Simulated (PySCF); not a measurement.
## One molecule, many functionals

Compound: C₂H₇AsOSi.
Cartesian coordinates in Å at the PBE0-D3(BJ)/def2-SVP level; atoms count from 1:
```xyz
12
C2H7AsOSi angstrom
C     -2.0401   -0.3191   -0.0466
C     -0.6445   -0.1909    0.5011
O     -0.3353   -0.6194    1.5906
Si     0.7460    0.6810   -0.5488
As     2.6457    0.4807    0.8356
H     -2.4445    0.6778   -0.2866
H     -2.0190   -0.8878   -0.9908
H     -2.6887   -0.8249    0.6825
H      0.8416    0.0357   -1.8971
H      0.3846    2.1186   -0.7619
H      3.5895    0.8623   -0.3054
H      2.7593   -1.0054    0.5143
```

Linear-response calculations in the def2-SVPD basis (PySCF; singlets by full response, triplets Tamm–Dancoff, core orbitals frozen in the response; HF means time-dependent Hartree–Fock). 'Strongest' is the level of largest summed f among the singlets computed (10 roots, of which the last may lack a degenerate partner); it can jump between rows when another state enters that window. S1 is the lowest singlet of each run and needn't be the same state throughout; f(S1) is that of one state. Isolated species at its PBE0-D3(BJ)/def2-SVP geometry (one conformer only). The LDA/def2-SVPD calculation is non-relativistic and has no spin–orbit coupling, an omission that weighs most on arsenic.

```
functional                               kind  S1 (eV)  f(S1)  strongest (eV)  T1 (eV)  HOMO (eV)  gap (eV)  ionisation energy, ΔSCF (eV)
       LDA                                LDA     3.40  0.001            5.93     2.84      -5.78      3.09                          9.06
       PBE                                GGA     3.43  0.001            6.00     2.78      -5.64      3.16                          8.87
      PBE0  global hybrid, 25% exact exchange     3.57  0.001            6.47     2.88      -7.05      5.70                          8.94
 BHandHLYP  global hybrid, 50% exact exchange     3.73  0.001            6.88     3.07      -8.32      8.21                          9.06
 CAM-B3LYP             range-separated hybrid     3.61  0.001            6.73     2.96      -8.42      8.31                          9.14
   wB97X-D             range-separated hybrid     3.60  0.001            6.78     2.99      -8.91      9.42                          9.09
   LC-wPBE             range-separated hybrid     3.59  0.001            7.06     2.89      -9.68     10.77                          9.25
        HF                       Hartree–Fock     4.01  0.001            7.24     3.31      -9.86     12.04                   not settled
```

Question: What does B3LYP (global hybrid, 20% exact exchange) give?

Answer: S1 (eV) 3.56, f(S1) 0.001, strongest (eV) 6.40, T1 (eV) 2.93, HOMO (eV) -6.84, gap (eV) 5.25, ionisation energy, ΔSCF (eV) 8.92. S1 runs from 3.40 eV (LDA) to 4.01 eV (HF), a spread of 0.61 eV, while the orbital gap spreads over 8.9 eV. −ε(HOMO) comes closest to its own ΔSCF ionisation energy with wB97X-D (-0.18 eV) and misses most with LDA (-3.27 eV). 'Not settled' means that the ion's SCF failed to converge or may have ended in another state than the lowest.
